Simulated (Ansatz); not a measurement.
`P[SiH2][GaH2]` + H–F → `F[SiH2]P` + `[GaH3]` at 600 K and 1 bar (cleavage of the Si–Ga bond).

Computed with Ansatz on PBE0-D4/def2-TZVP structures; ΔE is electronic, products minus reactants. CCSD(T)/CBS adds triple-zeta CCSD(T) − MP2 to the extrapolated MP2 energy (def2 sets, frozen cores). This one scheme is used for every species. For Ga outer-core shells are correlated without core-valence functions, which leaves a few kJ/mol of doubt a bond. Scalar relativity is left out up to krypton. One conformer a species, not always the lowest.

```json
{"species": "`P[SiH2][GaH2]`", "CCSD(T)/CBS energy (Eh)": "-2557.54159", "H − E (kJ/mol)": "186.3", "S (J/(mol·K))": "453.1"}
{"species": "H–F", "CCSD(T)/CBS energy (Eh)": "-100.39570", "H − E (kJ/mol)": "42.3", "S (J/(mol·K))": "194.0"}
{"species": "`F[SiH2]P`", "CCSD(T)/CBS energy (Eh)": "-732.27050", "H − E (kJ/mol)": "143.4", "S (J/(mol·K))": "367.9"}
{"species": "`[GaH3]`", "CCSD(T)/CBS energy (Eh)": "-1925.70545", "H − E (kJ/mol)": "74.9", "S (J/(mol·K))": "253.2"}
```

H − E and S are ideal-gas, rigid-rotor, harmonic terms from PBE0-D4/def2-TZVP, for one conformer and one mirror image of each species. 1 Eh = 2625.50 kJ/mol, R = 8.31446 J/(mol·K).

Task: By hand: ΔE, ΔH, ΔS and ΔG.

Result: ΔE = (-732.27050) + (-1925.70545) − (-2557.54159) − (-100.39570) = -0.03866 Eh = -101.5 kJ/mol. Δ(H − E) = 143.4 + 74.9 − 186.3 − 42.3 = -10.3, so ΔH = -111.8 kJ/mol. ΔS = 367.9 + 253.2 − 453.1 − 194.0 = -26.0 J/(mol·K). ΔG = -111.8 − 600 × (-26.0)/1000 = -96.2 kJ/mol.

Task: By hand: the equilibrium constant, and the temperature at which ΔG would vanish if ΔH and ΔS stayed fixed.

Result: log₁₀ K = −ΔG/(RT ln 10) = 8.4. ΔG = 0 at ΔH/ΔS = 4300 K, far beyond where these terms or the molecules hold.

ΔH outweighs TΔS. A doubt of 5 kJ/mol in ΔE shifts log₁₀ K by 0.4 here. Other conformers and mirror images would add mixing entropy, several J/(mol·K) or more a flexible species. Modes under 60 cm⁻¹, often nearly free rotors, make the harmonic entropy too high. These are equilibria of isolated gas molecules and say nothing of rates. Largest T1 diagnostic: 0.014 (customary marks: 0.02 for closed shells, 0.045 for open ones).
